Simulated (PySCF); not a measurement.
A structure optimised at PBE-D3(BJ)/def2-SVP, used in a PySCF frequency run:

```
Nb
O 1 1.7040
F 1 1.8714 2 107.39
F 1 1.8714 2 107.39 3 -120.00
F 1 1.8714 2 107.39 4 -120.00
```

Question: Write its SMILES, formula and point group.

Answer: [O]=[Nb]([F])([F])[F], F3NbO, C3v

Question: What are its rotational constants (standard atomic weights)?

Answer: 3.2596, 3.2596, 2.7802 GHz
